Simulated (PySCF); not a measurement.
C2H6F2Si, SMILES C[Si](C)(F)F. Geometry optimised at PBE-D3(BJ)/def2-SVP.

Computed with PBE-D3(BJ)/def2-SVP run with PySCF.

Harmonic wavenumbers (cm⁻¹): 123, 138, 184, 195, 235, 301, 307, 623, 673, 719, 762, 777, 803, 890, 935, 1229, 1230, 1372, 1375, 1383, 1385, 2982, 2983, 3081, 3083, 3087, 3087. Rotational constants (GHz): 3.621, 3.359, 3.281; symmetry number 2.

Work out the zero-point energy and the ideal-gas rigid-rotor harmonic-oscillator thermochemistry at 298.15 K and 1 atm.

ZPE = ½ Σ hcν = ½ × 33942 cm⁻¹ = 203.02 kJ/mol. H − E(el) = 225.13 kJ/mol. Entropy in J/(mol K): translation 165.69, rotation 105.07, vibration 71.58, total 342.34. G − E(el) = 123.06 kJ/mol. Cp = 113.50 J/(mol K). Modes under 150 cm⁻¹ make the vibrational entropy uncertain.
